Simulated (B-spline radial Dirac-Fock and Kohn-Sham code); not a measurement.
**Photoelectron lines of Fe⁷⁺ at 300 eV**

System: Fe⁷⁺, configuration 1s2 2s2 2p6 3s2 3p6 3d1.

Level of theory: the independent-particle Dirac-Slater model, thresholds from Dirac-Fock; a radial B-spline solver. The asymmetry parameter β is from the dipole term alone. Kinetic energies are from the vacuum level. Open shells are spread statistically over j, without multiplet splitting.

The last column is dσ/dΩ = σ/(4π) · [1 − (β/2) P₂(cos θ)] at θ = 0° from the beam of unpolarised light.

| subshell | electrons | binding (eV) | kinetic (eV) | σ (kb) | β | dσ/dΩ (kb/sr) |
| --- | --- | --- | --- | --- | --- | --- |
| M1 (3s) | 2 | 248.7 | 51.27 | 204 | 2.00 | ≈ 0 |
| M2 (3p1/2) | 2 | 206.5 | 93.54 | 269 | 1.49 | 5.48 |
| M3 (3p3/2) | 4 | 204.6 | 95.41 | 545 | 1.49 | 11.0 |
| M4 (3d3/2) | 0.4 | 150.0 | 150.0 | 52.1 | 1.27 | 1.51 |
| M5 (3d5/2) | 0.6 | 149.8 | 150.2 | 77.6 | 1.27 | 2.25 |

Branching ratios of the spin-orbit partners (statistical value in brackets): 3p 2.03 (2.00), 3d 1.49 (1.50).

Values without a named source are computed, but for edge energies of neutral atoms, which are taken from tables.
